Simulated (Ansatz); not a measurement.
```yaml
crystal:
  periodic: [false, false, false]
  atoms:
    - {symbol: C, position_ang: [-1.750213, -1.907433, 1.741125]}
    - {symbol: C, position_ang: [-0.964952, -0.890566, 0.987306]}
    - {symbol: C, position_ang: [-1.517279, -0.218453, -0.104012]}
    - {symbol: C, position_ang: [-0.781411, 0.757577, -0.753396]}
    - {symbol: C, position_ang: [-1.397550, 1.524817, -1.930329]}
    - {symbol: F, position_ang: [-1.442781, 2.825323, -1.656674]}
    - {symbol: F, position_ang: [-0.656427, 1.351667, -3.022748]}
    - {symbol: F, position_ang: [-2.637291, 1.115860, -2.204138]}
    - {symbol: O, position_ang: [0.389007, 1.111882, -0.473368]}
    - {symbol: Ti, position_ang: [1.747951, 0.461685, 0.911567]}
    - {symbol: C, position_ang: [2.907940, 0.045362, -0.733958]}
    - {symbol: F, position_ang: [2.748861, -0.503119, 2.004302]}
    - {symbol: F, position_ang: [2.011561, 2.100360, 1.479274]}
    - {symbol: O, position_ang: [0.216715, -0.678670, 1.406124]}
    - {symbol: H, position_ang: [-2.741743, -2.059137, 1.319377]}
    - {symbol: H, position_ang: [-1.838768, -1.586132, 2.782000]}
    - {symbol: H, position_ang: [-1.200342, -2.851448, 1.746461]}
    - {symbol: H, position_ang: [-2.522947, -0.440501, -0.422977]}
    - {symbol: H, position_ang: [2.794240, 0.812406, -1.499932]}
    - {symbol: H, position_ang: [2.565366, -0.920485, -1.122429]}
    - {symbol: H, position_ang: [3.945764, -0.040390, -0.406476]}
basis:
  gaussian: {orbitals: def2-SVP}
total_charge: 1
magnetization: {spin_polarized: true, initial_magnetization: 2}
hamiltonian: {xc: {name: wB97X-V}}
output: {forces: true}
```

```sh
$ ansatz run in.yaml --threads 11 --pin off --events-out ev --progress --plain --max-ram 166912MiB --backend cpu
```

It prints (some lines left out):

```
Error: a molecule whose nuclei and cores have a total charge of 126 cannot have a net charge of 1 together with 2 unpaired electrons
```

Task: What is wrong with this run?

Result: The number of unpaired electrons doesn't fit the electron count. The program refused the input.
